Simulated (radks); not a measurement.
Correlation energies from several functionals, in hartree. Species: Ga3+ [Ar] 3d10; B2+ [He] 2s1; Sr [Kr] 5s2. All-electron calculation, non-relativistic Kohn-Sham, exchange-only PBE, spin-polarised, spherical densities, point nucleus. Program: a radial shooting solver on a logarithmic mesh with Libxc functionals. Every spin shell is full or empty, so the densities are truly spherical. Functionals are evaluated on that one density, not self-consistently.

PW92: Ga3+ -2.6234; B2+ -0.18943; Sr -3.4390
VWN5: Ga3+ -2.6361; B2+ -0.19036; Sr -3.4542
LYP: Ga3+ -1.3896; B2+ -0.067157; Sr -1.8339
P86: Ga3+ -1.5669; B2+ -0.057473; Sr -2.1101
PW91: Ga3+ -1.5052; B2+ -0.065017; Sr -2.0031
AM05: Ga3+ -2.4210; B2+ -0.16569; Sr -3.1785
OP (B88): Ga3+ -1.3557; B2+ -0.072807; Sr -1.7647
TPSS: Ga3+ -1.3874; B2+ -0.053477; Sr -1.8506
revTPSS: Ga3+ -1.4064; B2+ -0.056237; Sr -1.8804
r2SCAN: Ga3+ -1.3910; B2+ -0.053005; Sr -1.8701
B95: Ga3+ -1.6694; B2+ -0.068107; Sr -2.2292
Tao-Mo: Ga3+ -1.3219; B2+ -0.038302; Sr -1.7661
